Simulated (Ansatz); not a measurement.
Geometry optimisation, RKS r2SCAN-D4/def2-SVP (Ansatz).

The input (input.yaml):

```yaml
crystal:
  periodic: [false, false, false]
  atoms:
    - { symbol: B, position_ang: [-0.008628, -0.601035, -0.400131] }
    - { symbol: H, position_ang: [-0.124624, 0.192777, 1.861762] }
    - { symbol: F, position_ang: [1.084887, 0.1336, -0.422962] }
    - { symbol: Cl, position_ang: [-1.534505, 0.111128, -0.907592] }
    - { symbol: S, position_ang: [0.151446, -2.389126, 0.077939] }
    - { symbol: H, position_ang: [-1.152113, -2.675389, -0.124697] }
    - { symbol: H, position_ang: [-0.122464, -0.523755, 1.883282] }
basis:
  gaussian: { orbitals: def2-SVP }
hamiltonian:
  xc: r2scan
  dispersion: d4
relax:
  f_tol: 0.03
  max_steps: 50
```

Launched with:

```bash
$ ansatz run input.yaml --threads 2 --pin off --max-ram 3072MiB --backend cpu --events-out ev --progress --plain --runs-dir out
```

Question: Where does it end, and by what steps?

Answer: The run converged. After 9 steps the energy has fallen by 0.211 eV; H7 moved furthest, 0.58 Å.

```
step  energy less start (eV)  largest force component (eV/Å)  accepted
   0                  0.0000                           1.829       yes
   1                 -0.1428                           0.509       yes
   2                 -0.1735                           0.524       yes
   3                 -0.1984                           0.342       yes
   4                 -0.2055                           0.221       yes
   5                 -0.2092                           0.129       yes
   6                 -0.2099                           0.148       yes
   7                 -0.2104                           0.120       yes
   8                 -0.2107                           0.071       yes
   9                 -0.2112                           0.010       yes
```

```xyz
7
Properties=species:S:1:pos:R:3
B 0.001 -0.733 -0.616
H -0.211 0.459 2.336
F 1.101 -0.003 -0.637
Cl -1.531 0.047 -0.998
S 0.155 -2.484 -0.210
H -1.162 -2.757 -0.318
H -0.059 -0.280 2.411
```

Whether the end is a true minimum wasn't checked by a vibrational analysis.

Time of the run: 25 s on 2 threads of Arm Neoverse V2 (shared host), peak memory 0.16 GiB.
